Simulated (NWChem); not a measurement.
Species: MoHS$_{2}$OF; SMILES [SH][Mo](=[O])(=[S])[F]

```xyz
6

Mo     0.2465    -0.0833     0.0473
O      0.9700    -0.0707     1.5394
S     -1.2314    -1.5834     0.0061
F      1.4633    -0.3476    -1.3098
S     -0.8061     1.9722    -0.1038
H     -1.6959     1.5928    -1.0519
```
Atoms are numbered in this order, from 1.

Level: PBE0/def2-SVP with def2 effective core potentials on Mo (NWChem), optimised geometry, unscaled harmonic frequencies. def2 effective core potentials on Mo; no spin-orbit coupling.

List the harmonic frequencies with IR intensities, and the thermochemistry.


| frequency (cm⁻¹) | IR intensity (km/mol) |
|---|---|
| 145 | 0.2 |
| 157 | 2.1 |
| 195 | 1.4 |
| 216 | 9.4 |
| 270 | 6.8 |
| 317 | 19.2 |
| 414 | 30.6 |
| 580 | 45.6 |
| 621 | 19.5 |
| 713 | 125.9 |
| 1070 | 150.4 |
| 2697 | 11.2 |

zero-point energy: 10.6 kcal/mol
thermal correction to the enthalpy at 298.15 K (with zero-point energy): 15.4 kcal/mol
heat capacity Cv: 21.4 cal/(mol K)
entropy at 298.15 K and 1 atm (symmetry number 1): 84.6 cal/(mol K)

Rigid rotor and harmonic oscillator.
